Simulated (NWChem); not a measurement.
Species: Si$_{2}$BiH$_{6}$F; SMILES [SiH3][Bi]([SiH3])[F]

No frequency run checked for a minimum. def2 effective core potentials on Bi; no spin-orbit coupling.

### Question
Give the equilibrium geometry at PBE0/def2-SVP with def2 effective core potentials on Bi (NWChem) as a list of bonds and angles, with the point group.

### Answer
point group Cs; any orientation.
Bonded distances (Å): Bi1–F2 2.062, Bi1–Si3 2.684, Bi1–Si7 2.684, Si3–H4 1.494, Si3–H5 1.498, Si3–H6 1.492, Si7–H8 1.494, Si7–H9 1.492, Si7–H10 1.498. Angles (°): F2–Bi1–Si3 91.3, F2–Bi1–Si7 91.3, Si3–Bi1–Si7 89.0, Bi1–Si3–H4 109.2, Bi1–Si3–H5 109.2, Bi1–Si3–H6 110.7, H4–Si3–H5 108.7, H4–Si3–H6 109.5, H5–Si3–H6 109.5, Bi1–Si7–H8 109.2, Bi1–Si7–H9 110.7, Bi1–Si7–H10 109.2, H8–Si7–H9 109.5, H8–Si7–H10 108.7, H9–Si7–H10 109.5.
